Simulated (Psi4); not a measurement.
beryllium hydride (HBe), doublet, geometry from GFN2-xTB (such geometries of metal compounds can be far from the true shape), with bond 1-2 at 2.0 times its length; SVWN/6-31G* (Psi4).

Input for Psi4:
```
memory 2 GB

molecule mol {
0 2
  Be    0.000000    0.000000   -1.574865
  H     0.000000    0.000000    1.049910
}

set basis 6-31g*
set reference uks

energy('svwn')
print_variables()
```

The log (banner, timings and long lists left out):

```
   => Loading Basis Set <=

    Name: 6-31G*
    Role: ORBITAL
    Keyword: BASIS

         ---------------------------------------------------------
                                   SCF
               by Justin Turney, Rob Parrish, Andy Simmonett
                          and Daniel G. A. Smith
                              UKS Reference
         ---------------------------------------------------------

  ==> Geometry <==

    Molecular point group: c2v
    Full point group: C_inf_v

    Geometry (in Angstrom), charge = 0, multiplicity = 2:

       Center              X                  Y                   Z               Mass
    ------------   -----------------  -----------------  -----------------  -----------------
         BE           0.000000000000     0.000000000000    -0.264003174778     9.012183065000
         H            0.000000000000     0.000000000000     2.360771825222     1.007825032230

  Running in c2v symmetry.

  Rotational constants: A = ************  B =      2.69939  C =      2.69939 [cm^-1]
  Rotational constants: A = ************  B =  80925.60669  C =  80925.60669 [MHz]
  Nuclear repulsion =    0.806434396350163

  Charge       = 0
  Multiplicity = 2
  Electrons    = 5
  Nalpha       = 3
  Nbeta        = 2

  ==> Algorithm <==

  SCF Algorithm Type is DF.
  DIIS enabled.
  MOM disabled.
  Fractional occupation disabled.
  Guess Type is SAD.
  Energy threshold   = 1.00e-06
  Density threshold  = 1.00e-06
  Integral threshold = 1.00e-12

  ==> Primary Basis <==

  Basis Set: 6-31G*
    Blend: 6-31G*
    Number of shells: 8
    Number of basis functions: 17
    Number of Cartesian functions: 17
    Spherical Harmonics?: false
    Max angular momentum: 2

  ==> DFT Potential <==

   => LibXC <=

    Version 7.1.2
    S. Lehtola, C. Steigemann, M. J. T. Oliveira, and M. A. L. Marques,  SoftwareX 7, 1–5 (2018) (10.1016/j.softx.2017.11.002)

   => Composite Functional: SVWN <=

    Slater exchange
    Vosko, Wilk & Nusair (VWN5_RPA)
    P. A. M. Dirac,  Math. Proc. Cambridge Philos. Soc. 26, 376 (1930) (10.1017/S0305004100016108)
    F. Bloch,  Z. Phys. 57, 545 (1929) (10.1007/BF01340281)
    S. H. Vosko, L. Wilk, and M. Nusair,  Can. J. Phys. 58, 1200 (1980) (10.1139/p80-159)

    Deriv               =              1
    GGA                 =          FALSE
    Meta                =          FALSE

    Exchange Hybrid     =          FALSE
    MP2 Hybrid          =          FALSE

   => Exchange Functionals <=

    1.0000         XC_LDA_X

   => Correlation Functionals <=

    1.0000   XC_LDA_C_VWN_RPA

   => LibXC Density Thresholds  <==

    XC_LDA_C_VWN_RPA:  1.00E-15
    XC_LDA_X:  1.00E-15

   => Molecular Quadrature <=

    Radial Scheme          =       TREUTLER
    Pruning Scheme         =           NONE
    Nuclear Scheme         =       TREUTLER

    Blocking Scheme        =         OCTREE
    BS radius alpha        =              1
    Pruning alpha          =              1
    Radial Points          =             75
    Spherical Points       =            302
    Total Points           =          43290
    Total Blocks           =            387
    Max Points             =            255
    Max Functions          =             17
    Weights Tolerance      =       1.00E-15

   => Loading Basis Set <=

    Name: (6-31G* AUX)
    Role: JKFIT
    Keyword: DF_BASIS_SCF

  ==> Integral Setup <==

  SCF_SUBTYPE=INCORE selected. In-core MEM_DF algorithm will be used.
  Using in-core AOs.

  ==> MemDFJK: Density-Fitted J/K Matrices <==

    J tasked:                   Yes
    K tasked:                    No
    wK tasked:                   No
    Algorithm:                 Core
    Schwarz Cutoff:           1E-12
    Mask sparsity (%):       0.0000
    Fitting Condition:        1E-10

   => Auxiliary Basis Set <=

  Basis Set: (6-31G* AUX)
    Blend: CC-PVDZ-JKFIT + DEF2-UNIVERSAL-JKFIT
    Number of shells: 26
    Number of basis functions: 85
    Number of Cartesian functions: 85
[...]
    Using symmetric orthogonalization.

  ==> Pre-Iterations <==

  SCF Guess: Superposition of Atomic Densities via on-the-fly atomic UHF (no occupation information).

   -------------------------
    Irrep   Nso     Nmo
   -------------------------
     A1        10      10
     A2         1       1
     B1         3       3
     B2         3       3
   -------------------------
    Total      17      17
   -------------------------

  ==> Iterations <==

                           Total Energy        Delta E     RMS |[F,P]|

   @DF-UKS iter SAD:   -14.77596848464382   -1.47760e+01   0.00000e+00
   @DF-UKS iter   1:   -15.00162072002945   -2.25652e-01   8.98683e-03 ADIIS/DIIS
   @DF-UKS iter   2:   -14.91469007806352    8.69306e-02   1.93950e-02 ADIIS/DIIS
   @DF-UKS iter   3:   -15.02150151378802   -1.06811e-01   3.43820e-03 ADIIS/DIIS
   @DF-UKS iter   4:   -15.02390810489469   -2.40659e-03   1.44725e-03 ADIIS/DIIS
   @DF-UKS iter   5:   -15.02444090247636   -5.32798e-04   3.10933e-04 ADIIS/DIIS
   @DF-UKS iter   6:   -15.02446212411004   -2.12216e-05   6.35727e-05 DIIS
   @DF-UKS iter   7:   -15.02446291066197   -7.86552e-07   1.17927e-05 DIIS
   @DF-UKS iter   8:   -15.02446295213910   -4.14771e-08   4.88194e-07 DIIS
  Energy and wave function converged.

  ==> Post-Iterations <==

   Electrons on quadrature grid:
      Nalpha   =    2.9999998511 ; deviation = -1.489e-07
      Nbeta    =    1.9999999578 ; deviation = -4.220e-08
      Ntotal   =    4.9999998089 ; deviation = -1.911e-07

   @Spin Contamination Metric:   2.662203518E-02
   @S^2 Expected:                7.500000000E-01
   @S^2 Observed:                7.766220352E-01
   @S   Expected:                5.000000000E-01
   @S   Observed:                5.000000000E-01

    Orbital Energies [Eh]
    ---------------------

    Alpha Occupied:

[...]
    Alpha Virtual:

[...]
    Beta Occupied:

[...]
    Beta Virtual:

[...]
    Final Occupation by Irrep:
             A1    A2    B1    B2
    DOCC [     2,    0,    0,    0 ]
    SOCC [     1,    0,    0,    0 ]
    NA   [     3,    0,    0,    0 ]
    NB   [     2,    0,    0,    0 ]

  @DF-UKS Final Energy:   -15.02446295213910

   => Energetics <=

    Nuclear Repulsion Energy =              0.8064343963501635
    One-Electron Energy =                 -21.1765429943248407
    Two-Electron Energy =                   8.2460742017126982
    DFT Exchange-Correlation Energy =      -2.9004285558771183
    Empirical Dispersion Energy =           0.0000000000000000
    VV10 Nonlocal Energy =                  0.0000000000000000
    Total Energy =                        -15.0244629521390980

  UHF NO Occupations:
  HONO-2 :    1 A1 1.9999997
  HONO-1 :    2 A1 1.9865995
  HONO-0 :    3 A1 1.0000000
  LUNO+0 :    4 A1 0.0134005
  LUNO+1 :    5 A1 0.0000003
  LUNO+2 :    6 A1 0.0000000
  LUNO+3 :    7 A1 0.0000000

Computation Completed

Properties will be evaluated at   0.000000,   0.000000,   0.000000 [a0]

Properties computed using the SCF density matrix

 Multipole Moments:

 ------------------------------------------------------------------------------------
     Multipole            Electronic (a.u.)      Nuclear  (a.u.)        Total (a.u.)
 ------------------------------------------------------------------------------------

 L = 1.  Multiply by 2.5417464519 to convert [e a0] to [Debye]
 Dipole X            :          0.0000000            0.0000000            0.0000000
 Dipole Y            :          0.0000000            0.0000000            0.0000000
 Dipole Z            :         -2.8720145            2.4656374           -0.4063771
 Magnitude           :                                                    0.4063771

 ------------------------------------------------------------------------------------

  Variable Map:
  ----------------------------------------------------------------------------
[...]
  Array Variable Map:
  ----------------------------------------------------------------------------
[...]
[...]
```
